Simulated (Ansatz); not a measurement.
Gas-phase electronic energies from Ansatz, PBE0-D4/def2-TZVP geometries. CCSD(T)/CBS is the MP2 limit (def2-TZVPP, def2-QZVPP) plus CCSD(T) − MP2 in def2-TZVPP, frozen cores. This one scheme is used for every species. DFT in def2-TZVPP. Elements past krypton have def2 core potentials. For Sn outer-core shells are correlated without core-valence functions, which leaves a few kJ/mol of doubt a bond. Each species was taken in one conformer, which may not be the lowest.

Reaction (formal hydrolysis of the Sn–Si bond): `F[SiH2][SnH]1[CH2][S]1` + H₂O → `[OH][SnH]1[CH2][S]1` + `F[SiH3]`

Question: Is it downhill or uphill in electronic energy at CCSD(T)/CBS, and by how much? (Best estimate.)

Answer: The calculation gave: Uphill: ΔE = +19.6 kJ/mol.

Question: What do these levels give: B2PLYP, BLYP, r2SCAN0, RPA@PBE/def2-TZVPP, HF/def2-SVP, CCSD(T)/def2-TZVPP? (An estimate is asked.)

Answer: Computed: B2PLYP 12.4, BLYP 11.1, r2SCAN0 23.2, RPA@PBE/def2-TZVPP 9.8, HF/def2-SVP 7.6, CCSD(T)/def2-TZVPP 16.6 kJ/mol.

Largest T1 diagnostic among the species: 0.014.

At CCSD(T), def2-SVP lies −7.0 kJ/mol from the extrapolated value and def2-TZVPP −3.1 kJ/mol. Leaving LDA and LC-ωPBE aside and taking each functional with its dispersion term where it has one, the values, not all of them listed here, spread over 22.3 kJ/mol, from B97M-V to HSE06-D4. LDA lies +9.6 kJ/mol from PBE without D4. The D4 term adds +6.8 kJ/mol with B3LYP and +3.9 kJ/mol with PBE0; it sums over pairs of atoms, weighted by their polarisabilities, and B3LYP, whose exchange is more repulsive, gets the larger term.

B3LYP here is the variant with VWN-RPA as its local correlation; programs differ in this.
